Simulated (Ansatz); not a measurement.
Two structures of SiHCl2F, closed shell, reached by relaxing down either side of one saddle point (PBE0-D4/def2-TZVP). Energies are electronic, without zero-point energy. Computed with Ansatz 0.2.0 (basis: def2-TZVPP and def2-QZVPP); correlated methods freeze the cores. Extrapolation: Hartree–Fock as exp(−7.88 √X), correlation as X^−2.97. First:

```
5
angstrom
Si 0.3820 -1.0058 0.4744
Cl 1.5617 -0.9164 -1.2390
Cl -1.4405 -1.6247 -0.3198
H -0.1886 2.0164 0.9300
F -0.3146 1.5305 0.1544
```

Second:

Si1  (0.001, 0.090, 0.071)
Cl2  (1.657, -0.601, -0.864)
Cl3  (-1.440, -1.331, 0.086)
H4  (0.323, 0.504, 1.441)
F5  (-0.541, 1.338, -0.735)
(Å)

Task: Which bonds change from the first to the second?

Result: SiCl₂ + HF → SiHCl₂F ([F][SiH]([Cl])[Cl]); bonds formed: Si1–H4, Si1–F5; bonds broken: H4–F5.

Task: Give the saddle point's structure and its height above each. (Judge from chemistry; the value comes from the calculation.)

Result: Computed: 22.27 kcal/mol above the first and 89.14 kcal/mol above the second (CCSD(T) at an estimated basis limit (MP2 extrapolated from triple and quadruple zeta, plus CCSD(T) − MP2 in triple zeta)).
```json
{"atom": "Si1", "x (Å)": "0.1919", "y (Å)": "-0.3554", "z (Å)": "0.3530"}
{"atom": "Cl2", "x (Å)": "1.5956", "y (Å)": "-0.7579", "z (Å)": "-1.0812"}
{"atom": "Cl3", "x (Å)": "-1.4463", "y (Å)": "-1.4748", "z (Å)": "-0.1490"}
{"atom": "H4", "x (Å)": "0.0251", "y (Å)": "1.1657", "z (Å)": "0.9784"}
{"atom": "F5", "x (Å)": "-0.3663", "y (Å)": "1.4224", "z (Å)": "-0.1012"}
```

T1 diagnostic: at most 0.015. The restricted Hartree–Fock reference is unstable towards an unrestricted one at one or more of these structures. The start structure is not quite a true minimum (one mode of 43i cm⁻¹).

Losses and insertions of silylenes and their heavier kin drive the gas-phase chemistry of silicon and germanium vapour deposition.

Labels in which every atom is bracketed show which atoms are joined, not bond orders.

For scale, one of the runs: CCSD(T)/def2-TZVPP, 171 basis functions, launched by `ansatz run in.yaml --threads 2 --pin off --events-out ev --progress --plain --max-ram 4352MiB`. The run took 36 s on 2 CPU threads of an Arm Neoverse V1 (shared host), with 1.4 GiB of host memory at its peak.
